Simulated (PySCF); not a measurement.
Stepwise substitution at one centre (Sn Br-OCH3). All species are isolated molecules in the gas phase. One relaxed conformer stands for each flexible species; it need not be the lowest. Strings in code marks are SMILES.

The HOMO from two functionals at the same geometries (CAM-B3LYP-D3(BJ)/def2-SVP), both in PySCF: PBE-D3(BJ)/def2-TZVP and CAM-B3LYP-D3(BJ)/def2-TZVP. 

| species | CAM-B3LYP-D3(BJ)/def2-TZVP (eV) |
|---|---|
| 0 of 4 Br replaced by OCH3 (`[Br][Sn]([Br])([Br])[Br]`) | -10.25 |
| 1 of 4 Br replaced by OCH3 (`C[O][Sn]([Br])([Br])[Br]` (C–O–Sn–Br torsion 61°)) | -9.97 |
| 2 of 4 Br replaced by OCH3 (`C[O][Sn]([Br])([Br])[O]C` (C–O–Sn–Br torsion -174°, Br–Sn–O–C torsion 65°)) | -9.81 |
| 3 of 4 Br replaced by OCH3 (`C[O][Sn]([Br])([O]C)[O]C`) | -9.57 |
| 4 of 4 Br replaced by OCH3 (`C[O][Sn]([O]C)([O]C)[O]C`) | -9.40 |

What does PBE-D3(BJ)/def2-TZVP give for each?


- 0 of 4 Br replaced by OCH3 (`[Br][Sn]([Br])([Br])[Br]`): -7.61
- 1 of 4 Br replaced by OCH3 (`C[O][Sn]([Br])([Br])[Br]` (C–O–Sn–Br torsion 61°)): -6.95
- 2 of 4 Br replaced by OCH3 (`C[O][Sn]([Br])([Br])[O]C` (C–O–Sn–Br torsion -174°, Br–Sn–O–C torsion 65°)): -6.76
- 3 of 4 Br replaced by OCH3 (`C[O][Sn]([Br])([O]C)[O]C`): -6.53
- 4 of 4 Br replaced by OCH3 (`C[O][Sn]([O]C)([O]C)[O]C`): -6.34
Over these rows, drawn at random from the members with no instability flagged (it was tested for open shells, ions and some series alone), PBE minus CAM-B3LYP-D3(BJ): mean +2.96 eV, from +2.63 eV to +3.06 eV.
